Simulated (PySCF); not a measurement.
# `O[C@H]1CC=C1[C@@H](F)Cl`, C5H6ClFO

Molfile (atoms numbered from 1):
```
C5H6ClFO
     RDKit          3D

 14 14  0  0  0  0  0  0  0  0999 V2000
   -0.8789    1.6709    0.8471 O   0  0  0  0  0  0  0  0  0  0  0  0
   -0.6066    0.3094    0.8461 C   0  0  1  0  0  0  0  0  0  0  0  0
   -1.5733   -0.6480    0.0741 C   0  0  0  0  0  0  0  0  0  0  0  0
   -0.3630   -1.0551   -0.7186 C   0  0  0  0  0  0  0  0  0  0  0  0
    0.4687   -0.2229   -0.0878 C   0  0  0  0  0  0  0  0  0  0  0  0
    1.8960    0.1339   -0.2123 C   0  0  1  0  0  0  0  0  0  0  0  0
    2.6153   -0.8431   -0.8236 F   0  0  0  0  0  0  0  0  0  0  0  0
    2.0516    1.6318   -1.2115 Cl  0  0  0  0  0  0  0  0  0  0  0  0
   -0.9132    1.9893   -0.0630 H   0  0  0  0  0  0  0  0  0  0  0  0
   -0.4623    0.0301    1.8922 H   0  0  0  0  0  0  0  0  0  0  0  0
   -2.3408   -0.1285   -0.4961 H   0  0  0  0  0  0  0  0  0  0  0  0
   -2.0340   -1.4312    0.6725 H   0  0  0  0  0  0  0  0  0  0  0  0
   -0.2308   -1.7874   -1.4931 H   0  0  0  0  0  0  0  0  0  0  0  0
    2.3707    0.3502    0.7518 H   0  0  0  0  0  0  0  0  0  0  0  0
  1  2  1  0
  2  3  1  0
  3  4  1  0
  4  5  2  0
  5  6  1  0
  6  7  1  0
  6  8  1  0
  5  2  1  0
  1  9  1  0
  2 10  1  1
  3 11  1  0
  3 12  1  0
  4 13  1  0
  6 14  1  1
M  END
```

Method: TDDFT B3LYP/def2-SVPD circular dichroism and optical rotation, one conformer, gas phase in PySCF 2.14.0. Geometry: GFN2-xTB.

The molecule is flexible and this is one conformer; a measurement averages over conformers. States above about 7.6 eV (minus the energy of the highest occupied orbital) lie near or above the ionisation threshold and depend on the basis.

Problem. Draw the ECD and absorption spectra from the lowest 12 states, each a Gaussian of half-width 0.25 eV at 1/e height.

Solution. 
```csv
E (eV),λ (nm),Δε (L mol⁻¹ cm⁻¹),ε (L mol⁻¹ cm⁻¹)
4.98,249,-0.10,9.29
5.13,242,-0.79,71.5
5.28,235,-2.94,269
5.43,229,-5.31,518
5.58,222,-4.07,817
5.73,217,+2.19,2560
5.88,211,+12.23,7190
6.03,206,+17.73,10700
6.18,201,+9.41,8880
6.33,196,-3.89,5900
6.48,191,-9.14,4350
6.63,187,-7.53,3130
6.78,183,-5.53,2590
6.93,179,-8.09,2630
7.08,175,-19.01,3330
7.23,172,-31.15,4180
7.38,168,-32.29,4210
7.53,165,-26.76,4070
```
Δε uses R in velocity form, ε uses f in length form. Only the states computed contribute, so the short-wavelength end is incomplete.
